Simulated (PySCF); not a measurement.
Values are calculated unless marked as measured or tabulated.
## Si3H5O5(-)

The system: Si3H5O5(-), a small molecule (built as: end group O-); charge -1, singlet. The structure, one conformer, was relaxed in the gas phase by PBE0-D3(BJ)/def2-SVP. No frequency run checks that it is a minimum.

SMILES: [O-][Si]1(O)O[SiH2]O[SiH2]O1

| atom | x (Å) | y (Å) | z (Å) |
| --- | --- | --- | --- |
| O1 | -0.301 | -1.418 | -0.235 |
| Si2 | -0.300 | -1.135 | 1.374 |
| O3 | 0.367 | 0.367 | 1.693 |
| Si4 | 0.766 | 1.536 | 0.564 |
| O5 | 0.630 | 0.924 | -0.945 |
| Si6 | -0.668 | -0.149 | -1.360 |
| O7 | -0.159 | -0.793 | -2.822 |
| O8 | -2.080 | 0.460 | -1.206 |
| H9 | -1.653 | -1.187 | 2.007 |
| H10 | 0.559 | -2.161 | 2.052 |
| H11 | 2.194 | 1.929 | 0.807 |
| H12 | -0.083 | 2.740 | 0.817 |
| H13 | 0.739 | -1.127 | -2.738 |

Shieldings: GIAO PBE0/aug-pcSseg-1.  Core levels by delta-SCF with SCAN, aug-pcX-2 on the ionised atom and aug-pcseg-1 elsewhere, spin-free X2C (2p3/2 is the spin-free 2p value less a third of a first-order spin-orbit splitting); from the vacuum level, for chosen atoms.

Task: Give the NMR and core-level values of the distinct atoms.

Result: 
```json
{"atoms": "O1 O5", "bonded to": "2 Si", "σ (ppm)": "205.7", "δ (ppm)": "-", "core level (eV)": "1s 533.28"}
{"atoms": "Si2 Si4", "bonded to": "2 O + 2 H", "σ (ppm)": "387.2", "δ (ppm)": "-", "core level (eV)": "2p3/2 103.94"}
{"atoms": "O3", "bonded to": "2 Si", "σ (ppm)": "233.1", "δ (ppm)": "-", "core level (eV)": "-"}
{"atoms": "Si6", "bonded to": "4 O", "σ (ppm)": "429.5", "δ (ppm)": "-", "core level (eV)": "2p3/2 102.93"}
{"atoms": "O7", "bonded to": "1 Si + 1 H", "σ (ppm)": "266.4", "δ (ppm)": "-", "core level (eV)": "1s 534.19"}
{"atoms": "O8", "bonded to": "1 Si", "σ (ppm)": "229.9", "δ (ppm)": "-", "core level (eV)": "1s 530.33"}
{"atoms": "H9 H12", "bonded to": "1 Si", "σ (ppm)": "25.86", "δ (ppm)": "-", "core level (eV)": "-"}
{"atoms": "H10 H11", "bonded to": "1 Si", "σ (ppm)": "26.23", "δ (ppm)": "-", "core level (eV)": "-"}
{"atoms": "H13", "bonded to": "1 O", "σ (ppm)": "30.90", "δ (ppm)": "-", "core level (eV)": "-"}
```

Values are those of this one static structure; atoms that internal rotation interchanges would show their mean in an NMR spectrum.

Task: Which of Si2, Si6 holds its core electrons tightest, and by how much against the loosest?

Result: Si2 (bonded to 2 O + 2 H), by 1.01 eV over Si6 (bonded to 4 O).

Task: By CAM-B3LYP/def2-SVPD (TDDFT singlets, Tamm-Dancoff triplets, ionisation by delta-SCF), where does absorption start, and what does vertical ionisation take?

Result: The lowest singlet lies at 5.79 eV (f 0.024), the strongest of the first 6 at 5.97 eV (f 0.052), the lowest triplet at 5.62 eV; vertical ionisation takes 4.95 eV.

Excited states of gas-phase anions may lie above the detachment limit and hang on the basis.
